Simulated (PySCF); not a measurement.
CH3NTe.
Z-matrix (Å and degrees, PBE0-D3(BJ)/def2-SVP geometry), rows numbered from 1:
```
N 
C   1  1.3270
Te  2  2.0080  1  126.60
H   1  1.0134  2  122.15  3  -179.98
H   1  1.0150  2  119.60  3     0.01
H   2  1.0981  1  113.49  3   180.00
```

The calculation used PBE0-D3(BJ)/def2-SVP geometry optimisation, gas phase, def2 core potentials past Kr (PySCF).

Masses are those of the commonest isotopes; rigid-rotor values at the optimised geometry. 

Q: Give the principal moments of inertia and the rotational constants in GHz.

A: Ia = 8.73, Ib = 163.60, Ic = 172.33 u·Å²; 505379 MHz·u·Å²/I gives 57888, 3089 and 2933 MHz, that is A = 57.888, B = 3.0892, C = 2.9327 GHz.

Q: What kind of rotor is it?

A: A near-prolate asymmetric top: κ = (2 × 3089 − 57888 − 2933)/(57888 − 2933) = -0.99.

Q: Is it planar, by Δ = Ic − Ia − Ib?

A: Planar: Δ = Ic − Ia − Ib = 0.00 u·Å². For a rigid frame Δ = −2 Σ m c², so it vanishes when all atoms lie in the ab plane; here none is more than 0.01 Å from it.

Q: Where do the levels up to J = 3 lie, in K?

A: Above 0(0,0), as E/k:
J = 1: 1(0,1) 0.289, 1(1,1) 2.919, 1(1,0) 2.926
J = 2: 2(0,2) 0.867, 2(1,2) 3.489, 2(1,1) 3.512, 2(2,1) 11.402, 2(2,0) 11.402
J = 3: 3(0,3) 1.734, 3(1,3) 4.345, 3(1,2) 4.390, 3(2,2) 12.269, 3(2,1) 12.269, 3(3,1) 25.437, 3(3,0) 25.437
Those of J = 1 are B + C, A + C and A + B.

Q: Which lines would a microwave search look for?

A: The dipole components are |μa| = 4.85 D, |μb| = 0.20 D, |μc| = 0.00 D; the mirror of this Cs structure is the ab plane, so μc vanishes by symmetry and there are no c-type lines. The squared components, which scale the intensities, stand as 1.00 : 0.00 (a : b). Some lines, for components of 0.1 D or more:

```json
{"type": "a", "branch": "Q", "J(Ka,Kc)": "2(1,1) ← 2(1,2)", "MHz": "469", "lower level (cm⁻¹)": "2.425"}
{"type": "a", "branch": "Q", "J(Ka,Kc)": "3(1,2) ← 3(1,3)", "MHz": "939", "lower level (cm⁻¹)": "3.020"}
{"type": "a", "branch": "Q", "J(Ka,Kc)": "5(1,4) ← 5(1,5)", "MHz": "2347", "lower level (cm⁻¹)": "4.804"}
{"type": "a", "branch": "R", "J(Ka,Kc)": "2(1,2) ← 1(1,1)", "MHz": "11887", "lower level (cm⁻¹)": "2.029"}
{"type": "a", "branch": "R", "J(Ka,Kc)": "2(0,2) ← 1(0,1)", "MHz": "12043", "lower level (cm⁻¹)": "0.201"}
{"type": "a", "branch": "R", "J(Ka,Kc)": "3(0,3) ← 2(0,2)", "MHz": "18064", "lower level (cm⁻¹)": "0.603"}
{"type": "a", "branch": "R", "J(Ka,Kc)": "3(2,2) ← 2(2,1)", "MHz": "18065", "lower level (cm⁻¹)": "7.925"}
{"type": "a", "branch": "R", "J(Ka,Kc)": "3(2,1) ← 2(2,0)", "MHz": "18067", "lower level (cm⁻¹)": "7.925"}
{"type": "a", "branch": "R", "J(Ka,Kc)": "3(1,2) ← 2(1,1)", "MHz": "18300", "lower level (cm⁻¹)": "2.441"}
{"type": "a", "branch": "R", "J(Ka,Kc)": "4(2,3) ← 3(2,2)", "MHz": "24087", "lower level (cm⁻¹)": "8.527"}
{"type": "a", "branch": "R", "J(Ka,Kc)": "4(3,1) ← 3(3,0)", "MHz": "24088", "lower level (cm⁻¹)": "17.680"}
{"type": "a", "branch": "R", "J(Ka,Kc)": "4(1,3) ← 3(1,2)", "MHz": "24400", "lower level (cm⁻¹)": "3.051"}
{"type": "a", "branch": "R", "J(Ka,Kc)": "5(2,4) ← 4(2,3)", "MHz": "30108", "lower level (cm⁻¹)": "9.331"}
{"type": "a", "branch": "R", "J(Ka,Kc)": "5(3,3) ← 4(3,2)", "MHz": "30110", "lower level (cm⁻¹)": "18.483"}
{"type": "b", "branch": "Q", "J(Ka,Kc)": "3(1,2) ← 3(0,3)", "MHz": "55348", "lower level (cm⁻¹)": "1.205"}
{"type": "b", "branch": "Q", "J(Ka,Kc)": "3(2,2) ← 3(1,3)", "MHz": "165102", "lower level (cm⁻¹)": "3.020"}
{"type": "b", "branch": "Q", "J(Ka,Kc)": "5(2,4) ← 5(1,5)", "MHz": "165807", "lower level (cm⁻¹)": "4.804"}
{"type": "b", "branch": "R", "J(Ka,Kc)": "3(2,2) ← 2(1,1)", "MHz": "182463", "lower level (cm⁻¹)": "2.441"}
{"type": "b", "branch": "R", "J(Ka,Kc)": "3(2,1) ← 2(1,2)", "MHz": "182934", "lower level (cm⁻¹)": "2.425"}
{"type": "b", "branch": "R", "J(Ka,Kc)": "4(2,3) ← 3(1,2)", "MHz": "188250", "lower level (cm⁻¹)": "3.051"}
{"type": "b", "branch": "R", "J(Ka,Kc)": "5(2,3) ← 4(1,4)", "MHz": "195535", "lower level (cm⁻¹)": "3.813"}
{"type": "b", "branch": "Q", "J(Ka,Kc)": "4(3,2) ← 4(2,3)", "MHz": "274388", "lower level (cm⁻¹)": "9.331"}
{"type": "b", "branch": "Q", "J(Ka,Kc)": "5(4,2) ← 5(3,3)", "MHz": "384141", "lower level (cm⁻¹)": "19.488"}
{"type": "b", "branch": "Q", "J(Ka,Kc)": "4(4,1) ← 4(3,2)", "MHz": "384141", "lower level (cm⁻¹)": "18.483"}
{"type": "b", "branch": "Q", "J(Ka,Kc)": "5(5,1) ← 5(4,2)", "MHz": "493896", "lower level (cm⁻¹)": "32.301"}
```

Q: Estimate the classical rotational partition function at 100 K and 298.15 K.

A: Point group Cs, symmetry number σ = 1; q = (√π/σ)·√((kT/h)³/(ABC)), k/h = 20836.6 MHz/K: 7360 at 100 K, 37900 at 298.15 K.

Whether it is a minimum is left open (no frequencies). No vibrational averaging or centrifugal distortion is included, and the geometry carries the error of its method. Quadrupole hyperfine structure (14N) is left out.

Time: 16 s wall; peak memory 0.31 GiB. Hardware: Intel Xeon Platinum 8259CL at 2.50 GHz, one thread, shared host with 96 logical CPUs at a one-minute load of 64. These figures are those of the optimisation.
